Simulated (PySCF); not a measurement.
PySCF 2.14 output of an unrestricted LDA calculation on a single atom or ion in ANO-RCC-VTZP, with the spin-free X2C one-electron Hamiltonian (Gaussian nucleus):

```
SCF conv_tol = 1e-09
number electrons alpha = 19  beta = 18
    P. A. M. Dirac.,  Math. Proc. Cambridge Philos. Soc. 26, 376 (1930)
    F. Bloch.,  Z. Phys. 57, 545 (1929)
    S. H. Vosko, L. Wilk, and M. Nusair.,  Can. J. Phys. 58, 1200 (1980)
cycle= 1 E= -3592.07558041005  delta_E= -0.0136  |g|= 0.067  |ddm|= 0.0704
cycle= 2 E= -3592.07595910003  delta_E= -0.000379  |g|= 0.0216  |ddm|= 0.0136
cycle= 3 E= -3592.0760030923  delta_E= -4.4e-05  |g|= 0.00301  |ddm|= 0.00429
cycle= 4 E= -3592.07600496564  delta_E= -1.87e-06  |g|= 3.2e-05  |ddm|= 0.00112
cycle= 5 E= -3592.07600496594  delta_E= -3.07e-10  |g|= 4.01e-06  |ddm|= 1.53e-05
converged SCF energy = -3592.07600496594  <S^2> = 0.75027961  2S+1 = 2.0002796
```

The run itself started from symmetry-adapted Hartree-Fock orbitals and held the occupation by maximum overlap, on a logarithmic radial grid, so the iterations belong to that start.

Which element, charge and spin multiplicity is this?

Zr(3+) (zirconium, charge +3), multiplicity 2; the state was [Kr] 4d1, 2D determinant.
